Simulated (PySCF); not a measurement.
**Trend along the halogens: MK molecules**

HF with triple-zeta basis sets in PySCF, for the lowest determinant that a PBE0 search found; no spin–orbit coupling. De refers to high-spin ground-configuration atoms. A positive dipole means M(−)K(+).

```tsv
M	basis	reference	state (unpaired electrons)	Re (Å)	ωe (cm⁻¹)	De (eV)	μ (D)
F	x2c-TZVPPall	RHF	singlet (closed shell)	2.221	422	2.93	9.19
Cl	def2-TZVPP	RHF	singlet (closed shell)	2.750	267	3.19	11.00
I	def2-TZVPP	RHF	singlet (closed shell)	3.153	175	2.64	12.05
```

(1) The row for M = Br is missing. Estimate Re, ωe and De as the mean of the rows for Cl and I, and compare with the calculation.

The rows differ in basis set, which adds steps of its own.

Spin–orbit coupling is left out, which matters for elements this heavy, above all for dissociation energies. Where the molecule has an RHF reference, its open-shell atoms are computed with UHF. Hartree–Fock leaves out correlation, which carries a large part of most bond energies and some tenths to 1 eV of ionisation energies.

Results:

(1) The means are 2.952 Å, 221 cm⁻¹ and 2.92 eV. RHF in def2-TZVPP gives KBr as a singlet (closed shell) with Re = 2.919 Å, ωe = 207 cm⁻¹, De = 3.00 eV, so the estimate is off by +3.2 pm, +7 % and -0.09 eV.
